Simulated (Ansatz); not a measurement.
`[Br][SnH3]` + `[AlH2][SH]` → `[AlH2][S][SnH3]` + HBr at 600 K and 1 bar (ligand exchange at the Sn–Br bond).

Computed with Ansatz on PBE0-D4/def2-TZVP structures; ΔE is electronic, products minus reactants. CCSD(T)/CBS adds triple-zeta CCSD(T) − MP2 to the extrapolated MP2 energy (def2 sets, frozen cores). This one scheme is used for every species. Elements past krypton have def2 core potentials. For Br, Sn outer-core shells are correlated without core-valence functions, which leaves a few kJ/mol of doubt a bond. Scalar relativity is left out up to krypton.

| species | CCSD(T)/CBS energy (Eh) | H − E (kJ/mol) | S (J/(mol·K)) |
| --- | --- | --- | --- |
| `[Br][SnH3]` | -2789.16986 | 90.5 | 337.8 |
| `[AlH2][SH]` | -641.61836 | 94.5 | 317.9 |
| `[AlH2][S][SnH3]` | -856.85532 | 152.4 | 439.8 |
| HBr | -2573.91920 | 33.5 | 219.1 |

H − E and S are ideal-gas, rigid-rotor, harmonic terms from PBE0-D4/def2-TZVP. 1 Eh = 2625.50 kJ/mol, R = 8.31446 J/(mol·K).

**Question.** By hand: ΔE, ΔH, ΔS and ΔG.

**Answer.** ΔE = (-856.85532) + (-2573.91920) − (-2789.16986) − (-641.61836) = 0.01370 Eh = 36.0 kJ/mol. Δ(H − E) = 152.4 + 33.5 − 90.5 − 94.5 = 0.9, so ΔH = 36.9 kJ/mol. ΔS = 439.8 + 219.1 − 337.8 − 317.9 = 3.2 J/(mol·K). ΔG = 36.9 − 600 × (3.2)/1000 = 35.0 kJ/mol.

**Question.** By hand: the equilibrium constant, and the temperature at which ΔG would vanish if ΔH and ΔS stayed fixed.

**Answer.** log₁₀ K = −ΔG/(RT ln 10) = -3.0. ΔG = 0 at ΔH/ΔS = 11531 K, far beyond where these terms or the molecules hold.

The number of gas molecules stays the same, so ΔS is small and ΔH decides. A doubt of 5 kJ/mol in ΔE shifts log₁₀ K by 0.4 here. Modes under 60 cm⁻¹, often nearly free rotors, make the harmonic entropy too high. These are equilibria of isolated gas molecules and say nothing of rates. Largest T1 diagnostic: 0.013 (customary marks: 0.02 for closed shells, 0.045 for open ones).
